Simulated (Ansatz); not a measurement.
Reaction (formal hydrolysis of the Si–N bond): `N[SiH](N)N[SiH3]` + H₂O → `N[SiH](N)O` + `N[SiH3]`

Calculated with Ansatz (gas phase, PBE0-D4/def2-TZVP geometries, no zero-point term in ΔE). CCSD(T)/CBS is the MP2 limit (def2-TZVPP, def2-QZVPP) plus CCSD(T) − MP2 in def2-TZVPP, frozen cores. This one scheme is used for every species. One conformer a species, not always the lowest.

`N[SiH](N)N[SiH3]`:

Cartesian coordinates in Å:
```
N -2.318 -0.149 0.385
Si -0.792 0.558 0.053
N -0.139 0.663 -1.530
N 0.358 -0.404 0.890
Si 2.031 -0.554 0.489
H -3.161 0.388 0.267
H -2.484 -1.131 0.233
H -0.940 1.977 0.473
H 0.049 -0.151 -2.092
H -0.310 1.475 -2.100
H 0.066 -0.809 1.766
H 2.712 0.760 0.349
H 2.247 -1.310 -0.776
H 2.680 -1.313 1.594
```

H₂O:

Cartesian coordinates in Å:
```
O -0.012 0.364 -0.137
H 0.703 -0.270 -0.224
H -0.692 -0.095 0.361
```

`N[SiH](N)O`:

Cartesian coordinates in Å:
```
N -1.444 -0.063 0.188
Si 0.192 -0.433 -0.160
N 0.853 1.030 -0.738
O 0.819 -1.119 1.201
H -2.014 -0.731 0.680
H -1.988 0.463 -0.477
H 0.493 -1.454 -1.192
H 0.687 1.906 -0.269
H 1.716 1.039 -1.254
H 0.685 -0.637 2.019
```

`N[SiH3]`:

```xyz
7

N    -1.049   -0.047    0.190
Si    0.625   -0.032   -0.208
H    -1.590    0.797    0.098
H    -1.369   -0.590    0.976
H     0.771    0.604   -1.543
H     1.515    0.708    0.737
H     1.097   -1.440   -0.249
```

```
           species  CCSD(T)/CBS(def2) energy (Eh)
`N[SiH](N)N[SiH3]`                     -747.80831
               H₂O                      -76.37941
      `N[SiH](N)O`                     -477.39589
         `N[SiH3]`                     -346.80422
```

(1) Work out ΔE.

Largest T1 diagnostic among the species: 0.010.

Results:

(1) ΔE = (-477.39589) + (-346.80422) − (-747.80831) − (-76.37941) = -0.01239 Eh = -0.34 eV.

The D4 term adds +0.12 eV with B3LYP and +0.07 eV with PBE0; it sums over pairs of atoms, weighted by their polarisabilities, and B3LYP, whose exchange is more repulsive, gets the larger term. In def2-TZVPP, CCSD(T) changes the Hartree–Fock value by +0.16 eV (the triples alone add +0.02 eV) and MP2 by +0.17 eV.

B3LYP here is the variant with VWN-RPA as its local correlation; programs differ in this.
